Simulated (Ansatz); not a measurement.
Ansatz (a program for electronic structure) input:
A basis named .json is the Basis Set Exchange file of that set.

Ansatz 0.2 input:
```yaml
crystal:
  periodic: [false, false, false]
  atoms:
    - {symbol: C, position_ang: [-2.37947966, 0.62039422, 0.47867800]}
    - {symbol: C, position_ang: [-1.04680415, 0.22331405, 0.04667437]}
    - {symbol: C, position_ang: [0.03519302, 0.37051156, 1.10161967]}
    - {symbol: C, position_ang: [1.42988444, -0.01733315, 0.65585634]}
    - {symbol: Cl, position_ang: [2.02579702, 1.04823905, -0.68027822]}
    - {symbol: Cl, position_ang: [-1.14802285, -1.60461947, -0.44972021]}
    - {symbol: H, position_ang: [-3.14188016, 0.85250001, -0.25027647]}
    - {symbol: H, position_ang: [-2.67357616, 0.50256658, 1.51299921]}
    - {symbol: H, position_ang: [-0.75439638, 0.68977148, -0.88969999]}
    - {symbol: H, position_ang: [-0.22742377, -0.24091218, 1.96995819]}
    - {symbol: H, position_ang: [0.03764626, 1.41441437, 1.42710545]}
    - {symbol: H, position_ang: [1.46240865, -1.03333443, 0.27408625]}
    - {symbol: H, position_ang: [2.14229847, 0.09214127, 1.46883021]}
basis:
  gaussian:
    orbitals: aug-cc-pV_D+d_Z.json
magnetization: {spin_polarized: true, initial_magnetization: 1}
correlation: {method: ccsd_t, electrons: outside_noble_gas}
output: {forces: true}
```

Q: Predict the final energy.

A: -1075.51587 Eh (CCSD(T)/aug-cc-pV(D+d)Z). The basis has 219 functions.

It need not be the lowest isomer of its formula.
